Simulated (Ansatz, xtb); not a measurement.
## Worked example: KBr + NH3 → KNH2 + HBr

Species: KBr, singlet; NH3 `N`, singlet; KNH2 `[NH2][K]`, singlet; HBr (hydrogen bromide), singlet. The partners trade Br for NH2: K–Br and H–NH2 bonds give way to K–NH2 and H–Br.

Shapes, held fixed at every level: PBE0-D4/def2-TZVP. Programs: Ansatz 0.2.0, xtb 6.7.1. The zero-point and thermal change to 298 K, harmonic and unscaled (PBE0-D4/def2-TZVP), is -17.4 kJ/mol.

At CCSD(T)/def2-TZVPP; 1 Eh = 2625.50 kJ/mol:

```
species   energy (Eh)
    KBr  -3172.127845
    NH3    -56.475945
   KNH2   -655.194821
    HBr  -2573.308574
```

Task: Work out ΔH(298 K) of the reaction at this level.

Result: 
1. Products less reactants: (-655.194821) + (-2573.308574) − [(-3172.127845) + (-56.475945)] = 0.100395 Eh = +263.6 kJ/mol.
2. With the thermal change: +263.6 + (-17.4) = +246.2 kJ/mol.

Other levels give +234.1 (PBE-D4/def2-TZVPP) to +265.4 kJ/mol (MP2/def2-SVP). No measured value is set beside it here. Relativity is left out for Br unless named. Correlated rows may include outer-core shells of Br, K, which these sets cover unevenly.
